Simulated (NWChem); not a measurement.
PbH2O, singlet; SMILES [OH][PbH]

Computed with NWChem. Low-valent species are run as closed-shell singlets; no triplet was tried in these runs. Geometry: optimised at PBE-D3(BJ)/def2-SVP. def2 effective core potentials on Pb; no spin-orbit coupling. Gas phase, vertical.

BHandHLYP/def2-SVP, full TDDFT puts singlet state 6 at 7.38 eV with oscillator strength 0.312.

Task: Give the wavelength, the transition dipole and the radiative lifetime of that state in vacuum.

Result: 
1. λ = 1239.84/7.38 = 168 nm, or 59520 cm⁻¹.
2. f = (2/3) ΔE μ² in atomic units, so μ = √(1.5 f/ΔE) = 1.31 a.u. = 3.34 D.
3. τ = 1.499 s cm⁻² / (f ν²) = 1.4 ns, for a non-degenerate state that emits at the vertical energy; a higher state like this one mostly decays faster by other paths.
